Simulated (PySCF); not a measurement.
C10H7N3, SMILES N12C3C=CN=C1N=CC=C2C=CC=3. Geometry optimised at B3LYP-D3(BJ)/def2-SVP.

Computed equilibrium geometry at B3LYP-D3(BJ)/def2-SVP (PySCF confirms it by a frequency run) as a Z-matrix, and its point group:
point group C2v.
```
N
C 1 1.4020
C 1 1.4020 2 120.51
C 3 1.4077 1 119.21 2 0.00
C 4 1.3884 3 120.41 1 0.00
C 5 1.3884 4 120.26 3 0.00
H 6 1.0893 5 121.89 4 180.00
H 4 1.0893 5 121.89 6 180.00
H 5 1.0926 4 119.87 8 0.00
C 2 1.4140 1 117.31 3 180.00
C 10 1.3797 2 118.82 1 0.00
N 11 1.3325 10 124.07 2 0.00
C 12 1.3329 11 119.67 10 0.00
N 13 1.3329 12 119.21 11 180.00
C 14 1.3325 13 119.67 12 180.00
C 15 1.3797 14 124.07 13 0.00
H 16 1.0891 15 122.32 14 180.00
H 10 1.0891 11 122.32 12 180.00
H 15 1.0969 14 116.04 13 180.00
H 11 1.0969 12 116.04 13 180.00
```
